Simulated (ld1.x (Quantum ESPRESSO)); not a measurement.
# Configuration tests for W (Z = 74) (TM)

- Element: tungsten (W)
- Generator: ld1.x (Quantum ESPRESSO) 7.5
- Type: norm-conserving Troullier–Martins (Kleinman–Bylander form)
- Functional: PBEsol
- Relativity: fully relativistic
- Frozen core: [Kr] 4d10 4f14 5s2
- Valence charge: 12
- Reference configuration: 5p6 5d4 6s1.75 6p0.25
- Partial waves: 6s (bound): rc 2.30 bohr; 5p (bound): rc 1.65 bohr; 5d (bound): rc 2.75 bohr
- Local potential: all-electron potential smoothed inside 1.55 bohr (lloc = -1)
- Core correction: none

Open shells are filled in proportion to 2j + 1 (rel_dist='average').

Occupied shells without a wave of their own: 6p. They enter only through the test configuration that unscreens the potential.

Energies are relative to the spin-unpolarised reference configuration 5p6 5d4 6s1.75 6p0.25; without spin polarisation the order of configurations can differ from experiment.

Problem. Give the all-electron excitation energy and the error of the potential for: 5p6 5d4 6s2 6p0; 5p6 5d4 6s1 6p0; 5p6 5d4 6s0 6p0; 5p5 5d4 6s2 6p0; 5p6 5d4 6s0 6p1; 5p6 5d3 6s0 6p0; 5p6 5d3 6s2 6p0.

Solution.

```
valence configuration  charge  ΔE all-electron (eV)  error AE − PS (meV)
      5p6 5d4 6s2 6p0       0                -1.102                 -4.4
      5p6 5d4 6s1 6p0      +1                 7.828                 -9.3
      5p6 5d4 6s0 6p0      +2                23.525                  -24
      5p5 5d4 6s2 6p0      +1                48.458                 -168
      5p6 5d4 6s0 6p1      +1                13.284                  +11
      5p6 5d3 6s0 6p0      +3                48.920                 -0.9
      5p6 5d3 6s2 6p0      +1                 7.775                 -2.6
```

Levels in the configuration 5p5 5d4 6s2 6p0:

| level | all-electron (eV) | pseudo (eV) |
| --- | --- | --- |
| 5p j=1/2 | -62.527 | -62.868 |
| 5p j=3/2 | -52.357 | -52.630 |
| 5d j=3/2 | -15.179 | -15.200 |
| 5d j=5/2 | -14.266 | -14.288 |
| 6s j=1/2 | -13.520 | -13.457 |

ld1.x printed “convergence not achieved” for 4 of the counted tests; their residual had stalled under 1e-8, short of the target of 1e-14.

Note: ghost state, extra bound levels that the all-electron valence spectrum of the same l lacks: s at -112.3 eV. A true bound ghost makes a file unfit for plane-wave use.
